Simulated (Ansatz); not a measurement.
Reaction (substitution at a C–C bond): `B/C=C/CO` + `N=CS` → `N=CSCO` + `BC=C`

Gas-phase electronic energies from Ansatz, PBE0-D4/def2-TZVP geometries. CBS: MP2 limit from def2 TZ/QZ plus the TZ coupled-cluster correction, frozen cores. This one scheme is used for every species. DFT in def2-TZVPP. One conformer a species, not always the lowest.

| level | ΔE (kJ/mol) | difference from CCSD(T)/CBS |
| --- | --- | --- |
| PBE-D4 | 4.2 | -1.3 |
| r2SCAN-D4 | 5.0 | -0.5 |
| ωB97M-V | 8.1 | 2.6 |
| B2PLYP | 8.2 | 2.7 |
| PBE | 6.7 | 1.2 |
| r2SCAN | 5.4 | -0.1 |
| CCSD/def2-TZVPP | 10.8 | 5.3 |
| HF/def2-QZVPP | 18.8 | 13.3 |
| HF/CBS(def2) | 18.9 | 13.4 |
| MP2/CBS(def2) | 4.5 | -1.0 |
| CCSD(T)/CBS | 5.5 | 0 |

Largest T1 diagnostic among the species: 0.014.

In def2-TZVPP, CCSD(T) changes the Hartree–Fock value by −11.2 kJ/mol (the triples alone add −3.6 kJ/mol) and MP2 by −12.2 kJ/mol. From PBE to PBE0 (25 % exact exchange), in def2-TZVPP and without D4, ΔE moves by +3.3 kJ/mol.
